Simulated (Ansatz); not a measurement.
Q: Name a neutral molecule of C, Cl, N, Si and H with HOMO–LUMO gap (PBE/def2-TZVPP) between 3.55 and 3.85 eV and HOMO energy (B3LYP/def2-TZVPP) between -6.85 and -6.55 eV (Ansatz, PBE0-D4/def2-TZVP geometry).

A: `C=C=N[SiH2]Cl` (3.79 eV, -6.56 eV). Other molecules can fit too; these were computed, each in one conformer that needn't be the lowest.

B3LYP here is the variant with VWN-RPA as its local correlation; programs differ in this.
